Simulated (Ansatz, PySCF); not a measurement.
Species: C2H5Cl2Si (charge 0, doublet). It need not be the lowest isomer of its formula. 
Coordinates optimised at B3LYP-D3(BJ)/def2-TZVP (Ansatz, a first-principles code):
SMILES: [CH2][Si](C)(Cl)Cl
```xyz
10

Si    -0.0211    -0.3518    -0.0871
Cl     0.0100     1.2421    -1.4073
Cl    -0.0729     0.4495     1.8209
C     -1.5486    -1.3141    -0.3632
C      1.5299    -1.3442    -0.2899
H     -2.5333    -0.8678    -0.2938
H     -1.5314    -2.3707    -0.6051
H      1.5902    -1.7487    -1.3020
H      1.5439    -2.1726     0.4210
H      2.4077    -0.7223    -0.1131
```
Charge 0, spin multiplicity 2.

Total electronic energies in hartree. Cores are frozen in the correlated levels unless marked. Open shells are spin-unrestricted. No spin-orbit coupling. Non-relativistic. Basis-set limits of correlation are two-point, X^-3; Hartree-Fock from the larger set. [CCSD(T)-MP2]/basis is that difference in the basis named.

| level | program | energy (Eh) |
|---|---|---|
| HF/STO-3G | Ansatz | -1272.58779 |
| BLYP-D4/def2-TZVPD | Ansatz + dftd4 | -1289.21757 |
| PBE0-D4/def2-TZVP | Ansatz + dftd4 | -1288.74188 |
| TPSSh-D3(BJ)/def2-TZVPD | PySCF + dftd3 | -1289.32451 |
| r2SCANh/def2-TZVPD | Ansatz | -1289.11990 |
| CAM-B3LYP/def2-TZVPD | PySCF | -1289.24140 |
| LC-wPBE-D4/def2-TZVPD | Ansatz + dftd4 | -1288.87774 |
| LC-wPBE/def2-TZVPD | Ansatz | -1288.86579 |
| wB97M-V/def2-TZVPD | Ansatz | -1289.14656 |
| B2GP-PLYP-D3(BJ)/def2-TZVPD | Ansatz + dftd3 | -1288.65497 |
| B2GP-PLYP/def2-TZVPD | Ansatz | -1288.64588 |
| B2PLYP-D3(BJ)/def2-TZVPD | Ansatz + dftd3 | -1288.80420 |
| RPA@PBE/cc-pV(T+d)Z | Ansatz | -1288.09077 |
| MP2/cc-pV(D+d)Z | Ansatz | -1287.31594 |
| MP2/cc-pV(T+d)Z | Ansatz | -1287.57485 |
| RI-MP2/cc-pV(T+d)Z | Ansatz | -1287.57456 |
| SCS-MP2/6-31G | Ansatz | -1286.77296 |
| SCS-MP2/cc-pV(D+d)Z | Ansatz | -1287.30532 |
| CCSD/6-31G | Ansatz | -1286.81471 |
| CCSD/6-31G* | Ansatz | -1287.24661 |
| CCSD(T)/STO-3G | Ansatz | -1272.76100 |
| CCSD(T)/cc-pV(T+d)Z | Ansatz | -1287.67593 |
| RI-MP2/CBS(cc-pV(T+d)Z,cc-pV(Q+d)Z)+[CCSD(T)-MP2]/cc-pV(T+d)Z | Ansatz | -1287.8116 |

Totals of different functionals don't rank their quality; only differences between species are comparable.
